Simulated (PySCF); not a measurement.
SnH2ClBr, SMILES [Cl][SnH2][Br]. Geometry: PBE0-D3(BJ)/def2-SVP. The def2 effective core potentials stand for the cores of Sn; spin–orbit coupling is left out.

Level of theory: PBE0-D3(BJ)/def2-SVP (PySCF).

Harmonic wavenumbers (cm⁻¹): 96, 266, 382, 411, 515, 646, 679, 1967, 1984. Rotational constants (GHz): 4.511, 1.164, 0.9402; symmetry number 1.

Work out the zero-point energy and the ideal-gas rigid-rotor harmonic-oscillator thermochemistry at 298.15 K and 1 atm.

ZPE = ½ Σ hcν = ½ × 6946 cm⁻¹ = 9.93 kcal/mol. H − E(el) = 13.75 kcal/mol. Entropy in cal/(mol K): translation 42.28, rotation 28.57, vibration 8.44, total 79.29. G − E(el) = -9.89 kcal/mol. Cp = 17.64 cal/(mol K). Modes under 150 cm⁻¹ make the vibrational entropy uncertain.
